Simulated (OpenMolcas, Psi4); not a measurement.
## How basis sets differ on TiHCl3O (SMILES Cl[Ti](Cl)(Cl)O)

TiHCl3O has 6 atoms, charge 0, and is taken as a singlet. SMILES: `Cl[Ti](Cl)(Cl)O`. The shape is that of a PBE0-D4/def2-TZVP optimisation.

Each level gives the dipole moment (D). The values are calculated.

```csv
level,kind,program,value (D)
HF/ANO-R0 (sfX2C),Hartree–Fock,OpenMolcas,4.24
HF/ANO-RCC-MB (DKH2),Hartree–Fock,OpenMolcas,3.39
HF/ANO-S-MB,Hartree–Fock,OpenMolcas,3.17
HF/STO-3G,Hartree–Fock,OpenMolcas,3.73
HF/3-21G,Hartree–Fock,OpenMolcas,4.08
HF/def2-SVP,Hartree–Fock,Psi4,2.76
```

The values span 2.76 to 4.24 D. Magnitudes only. Sets without polarisation functions give poor dipoles.
